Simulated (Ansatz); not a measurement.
C$_{6}$H$_{18}$MoN$_{4}$ (`C[N]=[Mo](=[N]C)([N](C)C)[N](C)C`) from Hartree–Fock to CCSD(T)

Z-matrix (Å, degrees):
```
C
N 1 1.419
H 1 1.096 2 112.1
H 1 1.097 2 110.6 3 120.5
H 1 1.097 2 110.5 3 -120.5
Mo 2 1.741 1 161.5 3 -0.3
N 6 1.968 2 107.4 1 119.6
N 6 1.741 2 114.5 1 0.3
N 6 1.968 2 107.5 1 -119.0
C 7 1.444 6 124.3 2 27.5
C 7 1.444 6 124.1 2 -152.0
C 8 1.419 6 161.5 2 0.2
C 9 1.444 6 124.1 2 -28.3
C 9 1.444 6 124.3 2 151.2
H 10 1.090 7 110.8 6 -2.5
H 10 1.100 7 110.9 6 -122.7
H 10 1.100 7 111.3 6 117.9
H 11 1.090 7 110.8 6 2.5
H 11 1.100 7 111.0 6 122.8
H 11 1.100 7 111.3 6 -117.8
H 12 1.096 8 112.1 6 -0.6
H 12 1.097 8 110.5 6 -121.1
H 12 1.097 8 110.6 6 120.0
H 13 1.090 9 110.8 6 2.4
H 13 1.100 9 111.0 6 122.7
H 13 1.100 9 111.3 6 -117.9
H 14 1.100 9 111.3 6 117.9
H 14 1.100 9 110.9 6 -122.7
H 14 1.090 9 110.8 6 -2.4
```

The species carries charge 0 and has multiplicity 1. Correlated methods include outer-core shells of Mo, which these sets cover unevenly. Mo takes the def2 core potential. All single points use the PBE0-D4/def2-TZVP geometry. It is one conformer, not always the lowest. Frozen core, restricted reference, Ansatz 0.2.0.

```tsv
basis	HF (Eh)	MP2 corr.	CCSD corr.	(T)	CCSD(T) total
def2-SVP	-522.61389	-2.03018	?	?	?
def2-TZVPP	?	-2.54797	-2.53047	-0.13756	?
def2-QZVPP	?	-2.71634	–	–	–
```

Task: Fill in the withheld values. (Estimate.)

Result: Ansatz gave: def2-SVP CCSD corr.: -2.05189; def2-SVP (T): -0.09428; def2-SVP CCSD(T) total: -524.76006; def2-TZVPP HF (Eh): -523.15208; def2-TZVPP CCSD(T) total: -525.82011; def2-QZVPP HF (Eh): -523.17918.
